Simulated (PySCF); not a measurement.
C4H4N, multiplicity 2. Atoms are numbered in the order given.

```xyz
9

C      0.0000    -0.6829     0.9857
C      0.0000    -1.0652    -0.4279
N      0.0000     0.0000    -1.2463
C      0.0000     1.0652    -0.4279
C      0.0000     0.6829     0.9857
H      0.0000    -1.3600     1.8387
H      0.0000    -2.0847    -0.8235
H      0.0000     2.0847    -0.8235
H      0.0000     1.3600     1.8387
```
Charge 0, spin multiplicity 2.

The structure is a stationary point at B3LYP-D3(BJ)/def2-SVP. The isomer is the one that the SMILES or the coordinates give; other isomers of the formula were not compared.

Method: PySCF with B3LYP-D3(BJ)/def2-SVP.

No scaling factor is applied to the harmonic values.

Computed vibrational spectrum:
| mode | ν (cm⁻¹) | IR (km/mol) | moving atoms (share of kinetic energy) |
|---|---|---|---|
| 1 | 487 | 0.0 | C 58 %, H 42 % |
| 2 | 548 | 18.4 | H 42 %, N 35 %, C 23 % |
| 3 | 675 | 3.4 | C 76 %, N 20 % |
| 4 | 716 | 48.9 | H 85 %, C 12 % |
| 5 | 823 | 0.0 | H 65 %, C 35 % |
| 6 | 850 | 1.2 | H 52 %, C 43 % |
| 7 | 885 | 12.5 | C 44 %, N 40 %, H 16 % |
| 8 | 931 | 0.0 | H 68 %, C 32 % |
| 9 | 934 | 0.0 | C 54 %, H 45 % |
| 10 | 1040 | 0.3 | H 62 %, C 30 %, N 8 % |
| 11 | 1088 | 40.4 | H 64 %, C 31 % |
| 12 | 1095 | 7.6 | C 55 %, N 30 %, H 15 % |
| 13 | 1215 | 2.3 | C 59 %, H 35 % |
| 14 | 1288 | 0.0 | H 81 %, C 18 % |
| 15 | 1356 | 50.6 | C 46 %, H 46 % |
| 16 | 1451 | 26.2 | C 63 %, H 19 %, N 18 % |
| 17 | 1574 | 0.6 | C 81 %, H 17 % |
| 18 | 3193 | 17.1 | H 92 %, C 8 % |
| 19 | 3197 | 1.5 | H 91 %, C 9 % |
| 20 | 3234 | 2.8 | H 92 %, C 8 % |
| 21 | 3253 | 0.8 | H 90 %, C 10 % |
